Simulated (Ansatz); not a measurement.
Several settings on one geometry of Nd(NH2)3 (NdN₃H₆) (that of the charge 0 quartet, PBE-D4/def2-SVP). Ansatz on 4 threads of Arm Neoverse V2 on a shared host; times are rough.

```xyz
10

Nd   -0.003   -0.004   -0.372
N     2.172    0.414   -0.075
H     2.972   -0.236   -0.057
H     2.565    1.322    0.219
N    -1.447    1.675   -0.069
H    -2.427    1.573    0.236
H    -1.274    2.692   -0.063
N    -0.728   -2.093   -0.049
H    -0.139   -2.884    0.255
H    -1.692   -2.459   -0.024
```

Totals from different functionals, basis sets or treatments of relativity can't be compared as stabilities.

In the def2 sets Nd takes a core potential; there is no spin–orbit coupling. Correlated methods freeze 7 core orbitals; core or outer-core shells of Nd are correlated, in sets that lack core-valence functions. With an open 4f shell the SCF may have ended on a state above the lowest.

The spins typed aren't always the lowest for that charge.

Problem. Give the basis size and estimate the energy, ⟨S²⟩ and time of these runs.

```json
{"run": "1", "method": "UKS B97M-V/def2-SVP", "charge": "0", "state": "quartet", "further keys": "–"}
{"run": "2", "method": "UKS B2PLYP/def2-SVP", "charge": "0", "state": "quartet", "further keys": "scf: {omitted_lower_state_checks: [starts]}; forces asked"}
{"run": "3", "method": "ROKS rPW86-PBE/def2-mTZVP", "charge": "0", "state": "quartet", "further keys": "scf: {lower_state_search: off}"}
{"run": "4", "method": "RKS ωB97/def2-SVP", "charge": "-1", "state": "singlet", "further keys": "final_grid: {core_spheres: 20, valence_spheres: 16, degree: 47}; scf: {omitted_lower_state_checks: [starts]}; forces asked"}
{"run": "5", "method": "ROKS revPBE0-D4/def2-mTZVPP", "charge": "0", "state": "quartet", "further keys": "scf: {omitted_lower_state_checks: [starts]}; forces asked"}
{"run": "6", "method": "RKS PBE0/def2-SVP", "charge": "-1", "state": "singlet", "further keys": "nuclear_model: gaussian; scf: {omitted_lower_state_checks: [starts]}; forces asked"}
```

Solution. 
| run | functions | energy (Eh) | ⟨S²⟩ | wall time |
| --- | --- | --- | --- | --- |
| 1 | 150 | -728.9620 | 3.76 | 1.8 min |
| 2 | 150 | -728.6894 | 3.75 | 80 s |
| 3 | 144 | -730.0344 | – | 11 s |
| 4 | 150 | -729.0205 | – | 37 s |
| 5 | 171 | -729.2905 | – | 49 s |
| 6 | 150 | -728.7667 | – | 21 s |

The highest occupied level of an anion often lies above zero with these methods, and sets without diffuse functions describe the outer electron poorly. This restricted singlet of an open-shell metal wasn't tested against broken symmetry or higher spin.
